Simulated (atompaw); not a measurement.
# Pseudopotential generation for thulium (Tm): PAW (atompaw), PBEsol, scalar-relativistic.

| Item | Value |
| --- | --- |
| Element | Tm |
| Generator | atompaw 4.2.0.5 |
| Type | PAW |
| Functional | PBEsol |
| Relativity | scalar-relativistic |
| Frozen core | [Kr] 4d10 4f12 |
| Valence charge | 11 |
| Reference configuration | 5s2 5p6 5d1 6s0 6p0 (charge +2) |
| Partial waves | 5s (bound): rc 1.90 bohr; 6s (bound, empty): rc 2.45 bohr; 5p (bound): rc 2.00 bohr; 6p (bound, empty): rc 2.20 bohr; 5d (bound): rc 2.45 bohr; 5d channel at 0.6 Ry: rc 2.45 bohr |
| Local potential | bessel scheme, radius 1.75 bohr |
| Core correction | smooth core density matched at 1.70 bohr |
| Augmentation charge | sinc compensation charge, radius 1.85 bohr; PAW radius 2.45 bohr; waves and projectors: custom polynom2 7 10 vanderbiltortho |

All-electron outer shells of the reference configuration (PBEsol, scalar-relativistic, ld1.x):

| shell | level (eV) | outermost node (bohr) | outermost maximum (bohr) |
| --- | --- | --- | --- |
| 5s | -72.16 | 0.59 | 1.08 |
| 5p | -44.83 | 0.63 | 1.24 |
| 4f | -24.04 | – | 0.49 |
| 6s | -15.88 | 1.45 | 2.83 |
| 5d | -15.08 | 0.71 | 1.76 |
| 6p | -11.01 | 1.73 | 3.59 |

**Question.** Estimate the cutoffs (Ry, on a coarse ladder) from which the occupation-weighted sum of valence levels, in a spherical-Bessel basis at the reference potential, stays within 10 and 1 mRy of its value at 400 Ry.

**Answer.** 21 Ry and 35 Ry.

**Question.** What does a ghost test show?

**Answer.** No extra level below or beside the all-electron valence levels (s, p, d, f tested).

**Question.** Is the overlap operator S = 1 + Σ q|β⟩⟨β| positive definite (Bessel basis up to 400 Ry)?

**Answer.** Yes: its lowest eigenvalue is 0.37 (s channel).

**Question.** Which valence shell sets the plane-wave cutoff?

**Answer.** 5d: its level needs 35 Ry to come within 1 mRy, against 21 Ry for 5p.
